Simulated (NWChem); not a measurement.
C3H3NO; SMILES o1ccnc1

Program: NWChem. The level has its own optimisation; frequencies are unscaled. Brackets give each atom's bonded neighbours.

**Question.** Estimate the computed values for PBE/def2-SVP. Quantities: r C–C (Å); r C–N [C(CHN)–N(CC)] (Å); r C–H [C(CHN)–H(C)] (Å); r C–O [C(CHO)–O(CC)] (Å); highest harmonic frequency (cm⁻¹); lowest (cm⁻¹); zero-point energy (kcal/mol); dipole (D).

**Answer.** 
```yaml
r C–C (Å): 1.371
r C–N [C(CHN)–N(CC)] (Å): 1.388
r C–H [C(CHN)–H(C)] (Å): 1.097
r C–O [C(CHO)–O(CC)] (Å): 1.369
highest harmonic frequency (cm⁻¹): 3228
lowest (cm⁻¹): 619
zero-point energy (kcal/mol): 35.8
dipole (D): 1.51
```
